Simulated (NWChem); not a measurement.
**Basis-set convergence for AuCl**

SMILES: [Cl][Au]
```xyz
2

Au     0.0000     0.0000    -0.3990
Cl     0.0000     0.0000     1.8540
```
Charge 0, spin multiplicity 1.

Everything below was run with NWChem. The geometry was optimised at PBE0/def2-SVP with def2 effective core potentials on Au, a minimum by its harmonic frequencies.

Quantity: first vertical ionisation energy at the level G0W0@PBE.

Effective core potentials replace the inner electrons of Au; spin-orbit coupling is left out. GW and range-separated runs recompute their integrals, the others keep them in memory, which bears on the times. The structure started from a generated list of species.

Relative cost: rough, from shared machines, SCF included, def2-SVP = 1.

In def2-TZVPP the value is 9.46 eV. Among def2-SVP, def2-SVPD, def2-TZVP, def2-TZVPD, which is the smallest basis within 0.05 eV of it?

No smaller set comes that close. def2-TZVPP isn't the basis-set limit itself, and a small set can land close by cancellation.

| basis | functions | first vertical ionisation energy (eV) | relative cost |
|---|---|---|---|
| def2-SVP | 50 | 9.04 | 1 |
| def2-SVPD | 62 | 9.22 | under 3 |
| def2-TZVP | 77 | 9.36 | under 3 |
| def2-TZVPD | 89 | 9.38 | under 3 |
| def2-TZVPP | 98 | 9.46 | under 3 |
